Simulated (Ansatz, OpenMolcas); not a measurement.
# Worked example: vertical energy of the triplet above the singlet of AlCl2F (SMILES [F][Al]([Cl])[Cl])

AlCl2F: 4 atoms, total charge 0, spin state singlet. As SMILES, `[F][Al]([Cl])[Cl]`. Geometry: relaxed at PBE0-D4/def2-TZVP.

Both states at this one shape; open shells run unrestricted unless said. 1 Eh = 27.2114 eV.

```
          level     program  singlet AlCl2F (Eh)  triplet AlCl2F (Eh)
 TPSS/def2-SVPD  OpenMolcas         -1262.528448         -1262.299746
HSE06/def2-SVPD      Ansatz         -1261.930312         -1261.687594
```

**Question.** Work out the vertical gap, second state less first, at each level.

**Answer.** 
1. TPSS/def2-SVPD: -1262.299746 − (-1262.528448) = 0.228702 Eh = 6.22 eV.
2. HSE06/def2-SVPD: -1261.687594 − (-1261.930312) = 0.242718 Eh = 6.60 eV.

No measured value is set beside it here; the levels span 6.22 to 6.60 eV.
